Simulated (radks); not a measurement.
Results of a calculation; reference values are marked as such.
Question: Eu3+, configuration [Xe] 4f6 (the NIST ground configuration). Code: a radial shooting solver on a logarithmic mesh with Libxc functionals. Model: scalar-relativistic Kohn-Sham, BLYP, spin-unpolarised, spherical densities, finite nucleus; Fermi nuclear charge, rms radius 5.1115 fm. Some entries of the table are withheld. Estimate them.

| orbital | occ. | eigenvalue (hartree) | <r> (bohr) |
|---|---|---|---|
| 1s | 2 | -1778.658 | 0.02232 |
| 2s | 2 | -293.0626 | 0.09512 |
| 2p | 6 | -261.2694 | 0.08389 |
| 3s | 2 | -65.40999 | 0.2496 |
| 3p | 6 | -55.51439 | 0.2481 |
| 3d | 10 | -42.27273 | 0.2260 |
| 4s | 2 | -13.91180 | 0.5654 |
| 4p | 6 | -10.65115 | 0.5983 |
| 4d | 10 | -6.10612 | 0.6514 |
| 5s | 2 | -2.67120 | 1.349 |
| 5p | 6 | (1) | (2) |
| 4f | 6 | (3) | 0.8780 |
| 5d | 0 | -0.90315 | 2.210 |
| 6s | 0 | -0.83035 | 3.153 |
| 6p | 0 | -0.63851 | (4) |

Answer: 
(1) 5p eigenvalue (hartree): -1.86451
(2) 5p <r> (bohr): 1.558
(3) 4f eigenvalue (hartree): -1.20975
(4) 6p <r> (bohr): 3.688
